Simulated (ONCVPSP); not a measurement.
# Which change was made? (Mo, ONCV)

```json
{"Element": "Mo (Z = 42)", "Generator": "ONCVPSP 4.0.1", "Type": "optimised norm-conserving Vanderbilt (ONCV)", "Functional": "PBE", "Relativity": "scalar-relativistic", "Frozen core": "[Ar] 3d10", "Valence charge": "14", "Reference configuration": "4s2 4p6 4d5 (charge +1)", "Partial waves": "4s: rc 1.30 bohr, ncon 4, nbas 9, qcut 6 1/bohr, 1 projector; 4p: rc 1.95 bohr, ncon 5, nbas 10, qcut 6.8 1/bohr, 1 projector; 4d: rc 2.10 bohr, ncon 4, nbas 9, qcut 7.6 1/bohr, 1 projector", "Local potential": "polynomial inside 1.00 bohr (lpopt 5, dvloc0 6 Ha)", "Core correction": "Teter function, fcfact 6, rcfact 1"}
```

Cutoffs, loose and tight: the cutoffs (Ha) at which the residual kinetic energy of the hardest occupied pseudo-wave falls to 1 and 0.1 mHa per electron. They do not see the model core or the augmentation charge, which bear on the density cutoff. Test errors are all-electron minus pseudo excitation energies from the reference, over the configurations 4s2 4p6 4d5 5s1; 4s2 4p6 4d4; 4s2 4p6 4d3; 4s2 4p6 4d6; variants that change the core or the reference have their own tests.

The base gives: outcome: generated; cutoff, loose: 58 Ha; cutoff, tight: 137 Ha; bound ghosts: none; GHOST(+) flags above zero: none; largest test error (meV): +359.

**Question.** After one change the result is: outcome: generated; cutoff, loose: 15 Ha; cutoff, tight: 20 Ha; bound ghosts: none; GHOST(+) flags above zero: none; largest test error (meV): -191. Which change was it?
A. local potential polynomial inside 1.00 bohr (lpopt 3, dvloc0 1 Ha)
B. all radii but the core radius scaled by about 1.29 (s 1.68, p 2.52, d 2.72 bohr); local potential polynomial inside 1.30 bohr (lpopt 5, dvloc0 6 Ha)
C. reference 4s2 4p6 4d5 5s1; wave 4s: rc 1.30 bohr, ncon 4, nbas 9, qcut 6 1/bohr, 1 projector becomes 4s+5s: rc 1.30 bohr, ncon 4, nbas 9, qcut 6 1/bohr, 2 projectors

**Answer.** B. The others give: reference 4s2 4p6 4d5 5s1; wave 4s: rc 1.30 bohr, ncon 4, nbas 9, qcut 6 1/bohr, 1 projector becomes 4s+5s: rc 1.30 bohr, ncon 4, nbas 9, qcut 6 1/bohr, 2 projectors → outcome: generated; cutoff, loose: 59 Ha; cutoff, tight: 138 Ha; bound ghosts: none; GHOST(+) flags above zero: s; largest test error (meV): +9.4 | local potential polynomial inside 1.00 bohr (lpopt 3, dvloc0 1 Ha) → outcome: generated; cutoff, loose: 58 Ha; cutoff, tight: 137 Ha; bound ghosts: none; GHOST(+) flags above zero: s; largest test error (meV): +517.
